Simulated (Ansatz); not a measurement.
# Match the barriers

Saddle point of SiNH₅OF₂, closed shell (SiNH₃F₂ ([NH2][SiH]([F])[F]) + H₂O → SiH₂OF₂ ([OH][SiH]([F])[F]) + NH₃ (still joined by a long Si–N bond); bonds formed: Si1–O7, N2–H6; bonds broken: H6–O7; bonds weakened to dative contacts: Si1–N2), PBE0-D4/def2-TZVP structure:

```xyz
10
angstrom
Si -0.7293 -0.2598 -0.2349
N 1.1158 -0.3065 -0.2416
F -0.9221 -1.7264 -0.9181
F -1.3670 -0.6468 1.1871
H -1.4623 0.5179 -1.2442
H 0.8896 0.7765 0.3865
O -0.1401 1.4161 0.5511
H 1.5420 -0.2293 -1.1578
H 1.5034 -1.1210 0.2198
H -0.4300 1.5792 1.4521
```

Program: Ansatz 0.2.0. Basis: def2-TZVPP, with def2-QZVPP for the basis limit. Cores are frozen in the correlated methods. Extrapolation: Hartree–Fock as exp(−7.88 √X), correlation as X^−2.97. Four methods, as single points on the PBE0-D4 structures, gave these electronic barriers from the start structure: 5.69, 16.29, 19.59, 33.75 kcal/mol.

(1) The methods were, in alphabetical order, HF, MP2, r2SCAN-D4, SPW92. Which gave which? (A judgement: the text doesn't fix the answer.)

The T1 diagnostic stays at or below 0.012.

Answers

(1) By the calculation: SPW92 5.69; r2SCAN-D4 16.29; MP2 19.59; HF 33.75 kcal/mol. For comparison, CCSD(T) at an estimated basis limit (MP2 extrapolated from triple and quadruple zeta, plus CCSD(T) − MP2 in triple zeta) gives 20.94 kcal/mol.

The step is the kind of ligand exchange by which a precursor binds to a hydroxyl group, or is hydrolysed, in atomic layer deposition of oxides.

Labels in which every atom is bracketed show which atoms are joined, not bond orders.

For scale, one of the runs: CCSD(T)/def2-TZVPP, 236 basis functions, launched by `ansatz run in.yaml --threads 4 --pin off --events-out ev --progress --plain --max-ram 9574MiB`. Hardware: 4 CPU threads of an Arm Neoverse V1, shared host. Wall time 2.7 min; peak host memory 4.7 GiB.
